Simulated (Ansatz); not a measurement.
Cl2GeH3SSi (`Cl[SiH][S][GeH2][Cl]`) radical, relaxed with UKS PBE0-D4/def2-TZVP in the Gaussian-basis code of Ansatz from a GFN2-xTB geometry. The force threshold is 0.005 eV/Å; the program also tests the step.

Charge 0, multiplicity 2.

Start:

```xyz
8

Cl    0.180    2.098   -1.309
Si   -0.861    1.671    0.373
S    -1.379   -0.434    0.433
Ge    0.619   -1.287    0.004
Cl    2.002   -0.721    1.482
H    -2.171    2.307    0.338
H     0.455   -2.792    0.021
H     1.154   -0.842   -1.342
```

By how much does the energy fall, and how many steps does the optimiser take? (Estimate.)

Computed: 8.23 kJ/mol, in 15 steps, 2 of them rejected.

Which bonds change most? (An estimate is asked.)

The calculation gave: Ge4–Cl5 from 2.102 to 2.151 Å; Si2–S3 from 2.169 to 2.127 Å; Cl1–Si2 from 2.024 to 2.062 Å; Si2–H6 from 1.456 to 1.489 Å.

Give the relaxed structure. (Estimate.)

Ansatz gave: 
```xyz
8

Cl    0.219    2.232   -1.233
Si   -0.871    1.607    0.401
S    -1.396   -0.451    0.286
Ge    0.610   -1.341   -0.045
Cl    1.983   -0.584    1.428
H    -2.168    2.339    0.402
H     0.451   -2.848    0.174
H     1.171   -0.955   -1.414
```
